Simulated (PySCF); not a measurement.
Compound: C2H9BO2Si.
SMILES with atom numbers: `[BH2:1][CH2:2][O:3][SiH2:4][O:5][CH3:6]` (hydrogens: H7, H8 on B1; H9, H10 on C2; H11, H12 on Si4; H13, H14, H15 on C6)

Torsions of this conformer, `[BH2:1][CH2:2][O:3][SiH2:4][O:5][CH3:6]`: B1–C2–O3–Si4 39°, C2–O3–Si4–O5 144°, O3–Si4–O5–C6 -55°.

The closed-shell ground state was solved at several levels (PySCF, density fitting, gas phase, non-relativistic). Geometry: PBE0-D3(BJ)/def2-SVP, one conformer, isolated molecule.

```
         level  basis functions  total energy (Eh)  HOMO (eV)  LUMO (eV)  gap (eV)  dipole (D)
 PBE0/pcSseg-1              154          -545.9795      -8.04      -1.60      6.44        1.96
B3LYP/pcSseg-2              349          -546.6114      -7.87      -1.84      6.03        1.76
```

(1) What might wB97X-D/def2-SVPD (202 basis functions) give for the same quantities?

(2) Over all these levels, which gives the widest orbital gap and which the narrowest?

(3) How far do the dipole and the HOMO energy spread over the levels?

Results:

(1) Total energy -546.0920 Eh, HOMO -10.00 eV, LUMO 0.35 eV, gap 10.35 eV, dipole 1.79 D.

(2) wB97X-D/def2-SVPD (range-separated hybrid) has the widest, 10.35 eV, and B3LYP/pcSseg-2 (global hybrid, 20 % exact exchange) the narrowest, 6.03 eV. Functional and basis both differ between the two, so the spread mixes both effects.

(3) The dipole runs from 1.76 to 1.96 D (mean 1.84 D) and the HOMO from -10.00 to -7.87 eV.

Note: wB97X-D ran without an empirical dispersion term, which enters the total energy and its gradient alone.
